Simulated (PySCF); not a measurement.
An unknown gives this computed stick spectrum. Method: TDDFT wB97X-D/def2-SVPD, vertical, gas phase, core orbitals frozen in the response in PySCF 2.14.0, density-fitted response routines. Geometries: PBE0-D3(BJ)/def2-SVP, one conformer each. Relativistic effects are left out although some hold elements past zinc.

```csv
state,ν̃ (cm⁻¹),f,"main configurations (H = HOMO, L = LUMO)"
S1,43560,0.0014,"H-1→L (50%), H→L+1 (44%)"
S2,48930,0.047,"H→L (62%), H-1→L+1 (32%)"
S3,55370,0.0075,H-2→L (96%)
S4,55900,0.601,"H-1→L+1 (54%), H→L (28%), H→L+1 (8%)"
S5,56110,0.676,"H→L+1 (43%), H-1→L (39%), H-1→L+1 (9%)"
S6,57010,0.0027,H-2→L+1 (96%)
S7,58630,0.0033,"H→L+2 (64%), H→L+3 (29%)"
S8,59680,0.0000,"H-1→L+2 (57%), H-1→L+3 (31%)"
S9,62370,0.0006,"H-5→L (86%), H-3→L (9%)"
S10,63500,0.0062,"H→L+3 (52%), H→L+2 (22%), H→L+5 (10%)"
```

Triplets computed (Tamm–Dancoff): 4.15, 4.79, 4.81, 5.18 eV.

Orbital energies (eV): HOMO-3 -11.37, HOMO-2 -10.59, HOMO-1 -9.22, HOMO -9.12, LUMO 1.08, LUMO+1 1.31, LUMO+2 1.87.

Task: Which structure fits?
A. `C=CC(=C)C(=O)O`
B. `C=COC(=O)C=C`
C. `[GeH3][c]1ccccc1`

Result: C. Its S1, at 5.40 eV, is the highest among the candidates; the nearest of the others has S1 at 5.07 eV. S1 is HOMO-1→LUMO (50%), HOMO→LUMO+1 (44%). Löwdin shares by element: HOMO carbon 70% or more (atoms not listed hold the other 30%); LUMO carbon 66% or more (atoms not listed hold the other 34%). At the same level the other candidates give, for their lowest levels:
- `C=COC(=O)C=C`: 5.07 eV (f 0.000); 5.67 eV (f 0.394); 6.36 eV (f 0.281); 7.46 eV (f 0.007); 7.47 eV (f 0.060); T1 3.88 eV; HOMO -9.26, LUMO -0.03 eV
- `C=CC(=C)C(=O)O`: 5.01 eV (f 0.001); 5.13 eV (f 0.243); 6.64 eV (f 0.295); 6.88 eV (f 0.001); 7.08 eV (f 0.223); T1 3.06 eV; HOMO -8.92, LUMO -0.04 eV
